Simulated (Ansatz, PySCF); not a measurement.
BrClH2O2Sn, SMILES [Sn]([Cl])([OH])([OH])[Br]. Atoms are numbered in the order given.

```xyz
7

O     -1.0564    -1.7011     1.0185
Sn     0.1735    -0.4351     0.1735
O      1.5410    -1.5249    -0.7212
Cl     1.2238     0.9272     1.7493
Br    -1.1043     0.9923    -1.3643
H     -0.5998    -2.5278     1.2254
H      2.3209    -1.0105    -0.9658
```

The structure is a stationary point at PBE0-D3(BJ)/def2-SVP. The structure was generated by enumeration; whether it is a known compound was not checked. The def2 effective core potentials stand for the cores of Sn; spin–orbit coupling is left out. The values are those of a single conformer.

Two levels are set side by side: PBE-D3(BJ)/def2-SVP (Ansatz, a first-principles code) and PBE0-D3(BJ)/def2-SVP (Ansatz). Each level has its own optimised geometry; the coordinates shown are those of the second. Frequencies come from the Hessian of PySCF at each geometry. Differences are taken from unrounded values.

```csv
quantity,PBE0-D3(BJ),PBE-D3(BJ),PBE-D3(BJ) minus PBE0-D3(BJ)
mean bond length (Å),1.774,1.798,0.024
bond O1–Sn2 (Å),1.957,1.987,0.030
bond Sn2–O3 (Å),1.964,1.996,0.031
bond Sn2–Cl4 (Å),2.333,2.363,0.030
bond Sn2–Br5 (Å),2.457,2.485,0.028
bond O1–H6 (Å),0.967,0.980,0.013
bond O3–H7 (Å),0.966,0.979,0.013
highest harmonic wavenumber (cm⁻¹),3880,3690,-190
mean harmonic wavenumber (cm⁻¹),824,789,-35
zero-point energy (kcal/mol),17.67,16.91,-0.76
```

Exact exchange shortens and stiffens bonds; PBE has none. Differences between two approximate levels are no errors against the true value.
